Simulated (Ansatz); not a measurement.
A nudged elastic band was laid between two geometries of F4Si + H (6 atoms, charge 0, multiplicity 2).

Theory: UKS B3LYP-D4/cc-pVDZ (Ansatz).

```
movable images  : 9
climbing image  : yes
spring          : 5.0 eV/Å²
optimiser       : quadratic models (default)
start path      : through a guess of the saddle point
force threshold : 0.05 eV/Å
iteration limit : 60
end points      : relaxed
```

Initial state:

```xyz
6
Properties=species:S:1:pos:R:3
Si 0.011 0.000 -0.179
F 0.064 0.000 1.433
F 1.513 0.000 -0.766
F -0.767 1.316 -0.691
F -0.767 -1.316 -0.691
H -0.052 0.000 4.206
```

Final state:

```xyz
6
Properties=species:S:1:pos:R:3
Si -0.003 0.000 -0.286
F 0.008 0.000 2.680
F 1.517 0.000 -0.906
F -0.768 1.319 -0.893
F -0.768 -1.319 -0.893
H 0.016 0.000 3.610
```

(1) What changes between the two ends?

(2) What energy profile does the band end with?

(3) What is the geometry of the highest image?

Answers

(1) Bonds broken: Si1–F2. Bonds formed: F2–H6. F4Si + H becomes F3Si + FH.

(2) The forces met the threshold. The highest image is number 5 of 0 to 10, 1.54 eV above the first end and 0.91 eV above the last; the last end lies 0.63 eV above the first. A vibrational analysis at the climbing image gives 3 clearly imaginary modes (1230i, 73i, 73i cm⁻¹): a point of higher order. A lower path may pass nearby, or the ends, which weren't checked, may share the extra mode.

```tsv
image	path coordinate (Å)	energy (eV)	Si1–F2 (Å)	F2–H6 (Å)
0	0.00	0.00	1.61	2.78
1	0.28	0.01	1.61	2.49
2	0.55	0.04	1.61	2.19
3	0.83	0.16	1.61	1.89
4	1.11	0.62	1.67	1.53
5	1.38	1.54	1.92	1.15
6	1.62	1.08	2.19	0.95
7	1.85	0.83	2.39	0.93
8	2.08	0.70	2.58	0.93
9	2.31	0.64	2.77	0.93
10	2.54	0.63	2.97	0.93
```

(3) 
```xyz
6
Properties=species:S:1:pos:R:3
Si -0.003 0.000 0.014
F 0.005 0.000 1.932
F 1.520 0.000 -0.578
F -0.767 1.321 -0.569
F -0.767 -1.321 -0.569
H 0.013 0.000 3.083
```

The run took 120 s on 2 threads of Intel(R) Xeon(R) 6975P-C (Granite Rapids), on a shared host, peak memory 0.23 GiB.
